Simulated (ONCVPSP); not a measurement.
What one change does to a pseudopotential (calcium, ONCV)

```
Element                 : Ca (Z = 20)
Generator               : ONCVPSP 4.0.1
Type                    : optimised norm-conserving Vanderbilt (ONCV)
Functional              : PBEsol
Relativity              : fully relativistic
Frozen core             : [Ne]
Valence charge          : 10
Reference configuration : 3s2 3p6 4s1.75 4p0.25
Partial waves           : 3s+4s: rc 2.10 bohr, ncon 3, nbas 7, qcut 5.3 1/bohr, 2 projectors; 3p+4p: rc 1.80 bohr, ncon 4, nbas 7, qcut 8.3 1/bohr, 2 projectors; d scattering state at 0.43 Ha: rc 2.20 bohr, ncon 4, nbas 8, qcut 3.9 1/bohr, 2 projectors, debl 2.3 Ha
Local potential         : polynomial inside 1.45 bohr (lpopt 5, dvloc0 3 Ha)
Core correction         : Teter function, fcfact 4.5, rcfact 1.25
```

Open shells are filled in proportion to 2j + 1.

In the d channel the program set the typed energies aside and used -0.082, 2.218 Ha (j = l + 1/2; the other j can differ).

Change: s: qcut 6.3.

Cutoffs: the cutoffs (Ha) at which the residual kinetic energy of the hardest occupied pseudo-wave falls to 1 and 0.1 mHa per electron; they do not see the model core or the augmentation charge, which bear on the density cutoff. Errors are all-electron minus pseudo energies relative to the spin-unpolarised reference configuration.

Problem. How do hardness, ghosts and transferability respond?

Solution. The potential gets neither clearly harder nor softer (16 Ha and 20 Ha → 16 Ha and 20 Ha); the p channel sets the loose cutoff, while the largest relative change is in s, which becomes harder; the errors of the 4 common tests hardly move; neither file shows a bound ghost.

| quantity | base | changed |
| --- | --- | --- |
| cutoff, loose | 16 Ha | 16 Ha |
| cutoff, tight | 20 Ha | 20 Ha |
| loose cutoff by channel | s 5.5 Ha, p 16 Ha | s 8.7 Ha, p 16 Ha |
| bound ghosts | none | none |
| GHOST(+) flags under 300 eV | none | none |
| error for 3s2 3p6 4s2 4p0, meV [ΔE -0.60 eV] | 0.0 | 0.0 |
| error for 3s2 3p6 4s1 4p0, meV [ΔE 5.71 eV] | -0.1 | -0.1 |
| error for 3s2 3p6 4s0 4p0, meV [ΔE 17.39 eV] | -2.0 | -1.7 |
| error for 3s2 3p6 4s1 4p1, meV [ΔE 1.83 eV] | -0.1 | -0.1 |
| s: phases at 2.13 bohr within 0.05 rad from the reference energy up to (Ha; the scan ends near 5) | 3.8 | 4.2 |
| p3/2: phases at 1.83 bohr within 0.05 rad from the reference energy up to (Ha; the scan ends near 5) | to the end of the scan | to the end of the scan |
| p1/2: phases at 1.83 bohr within 0.05 rad from the reference energy up to (Ha; the scan ends near 5) | to the end of the scan | to the end of the scan |
| d5/2: phases at 2.24 bohr within 0.05 rad from the reference energy up to (Ha; the scan ends near 5) | 4.8 | 4.8 |
| d3/2: phases at 2.24 bohr within 0.05 rad from the reference energy up to (Ha; the scan ends near 5) | 4.8 | 4.8 |
| rms error of d²Exc/dni dnj with the model core, mHa | 4.20 | 4.20 |

Base: The cutoffs count occupied waves only; projector 2 of the d channel, the hardest unoccupied one, needs 61 Ha at the loose tolerance. Changed file: The cutoffs count occupied waves only; projector 2 of the d channel, the hardest unoccupied one, needs 61 Ha at the loose tolerance.
